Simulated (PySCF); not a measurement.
Isomers of C4H8GeO and their computed core-level spectra.

Method: delta-SCF UKS SCAN, pcX-2 on the ionised atom, pcseg-1 elsewhere, spin-free X2C (PySCF). Geometries: PBE0-D3(BJ)/def2-SVP; isolated species, one conformer each.

Line lists (1s up to Mg, 2p3/2 beyond, nothing for Ge; areas count atoms within a level, one atom standing for each set equivalent by bonding):
1. C 1s: 290.12 (area 1), 290.38 (area 1), 290.52 (area 1), 292.04 (area 1) eV; O 1s: 537.39 eV
2. C 1s: 290.60 (area 2), 290.99 (area 1), 292.35 (area 1) eV; O 1s: 537.68 eV
3. C 1s: 289.65 (area 1), 290.39 (area 1), 291.74 (area 1), 291.94 (area 1) eV; O 1s: 537.33 eV

Structures:
A. `[GeH3][O][C@H]1C=CC1`
B. `[GeH3][O][C@H]1[C@@H]2C[C@@H]21`
C. `CC#[C][GeH2][O]C`

Question: Which list belongs to which compound?

Answer: 
- 1 = A: another candidate has the same counts of sites, so positions decide. C 1s: 290.12 alkene CH carbon, 290.38 alkene CH carbon, 290.52 allylic carbon, 292.04 sp3 carbon bound to oxygen; O 1s: 537.39 oxygen bonded to C and Ge.
- 2 = B: no other candidate has these counts of sites. C 1s: 290.60 sp3 carbon at a ring junction (×2), 290.99 three-membered-ring carbon, 292.35 sp3 carbon bound to oxygen; O 1s: 537.68 oxygen bonded to C and Ge.
- 3 = C: another candidate has the same counts of sites, so positions decide. C 1s: 289.65 alkyne carbon, 290.39 alkyne carbon, 291.74 propargylic carbon, 291.94 methoxy carbon; O 1s: 537.33 oxygen bonded to C and Ge.

1 of these hole states is spin-contaminated (⟨S²⟩ 0.86, against 0.75; counted from 0.85) and less certain.
